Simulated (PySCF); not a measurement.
## Ionisation energy of Dy²⁶⁺ by level of theory

Dy²⁶⁺ [Kr] 4d4 (5D) → Dy²⁷⁺ [Kr] 4d3 (4F), as a difference of total energies. All numbers are calculated (PySCF 2.14, the spin-free X2C one-electron Hamiltonian (Gaussian nucleus), in an uncontracted even-tempered set (19 s from 1.9 bohr⁻², ratio 2.5; 14 p from 2.5 bohr⁻², ratio 2.5; 9 d from 2.5 bohr⁻², ratio 2.5; 4 f from 11 bohr⁻², ratio 2.7; 3 g from 17 bohr⁻², ratio 2.7)). Correlated levels: outer shells: [Ar] 3d10 frozen; virtual orbitals above 40 to 60 times the deepest correlated orbital energy dropped. The calculations carry no spin-orbit coupling.

```csv
method,ionisation energy (eV)
UHF,921.84
LDA,923.06
PBE,922.88
PBE0,923.09
r2SCAN,922.99
MP2 (outer shells),922.34
SCS-MP2 (outer shells),922.07
```

Task: How much does correlation contribute at MP2 (outer shells)?

Result: 922.34 − (921.84) = 0.50 eV, measured against UHF.

Spin-orbit coupling is strong in these open shells (close to jj coupling). The scalar numbers leave it out and a first-order estimate fails, so it can dominate the gap to the real levels.

Breit and QED terms and the two-electron picture change are absent.

For comparison: 924 ± 4 eV (theoretical estimate listed by NIST; NIST Atomic Spectra Database, ionization energies).
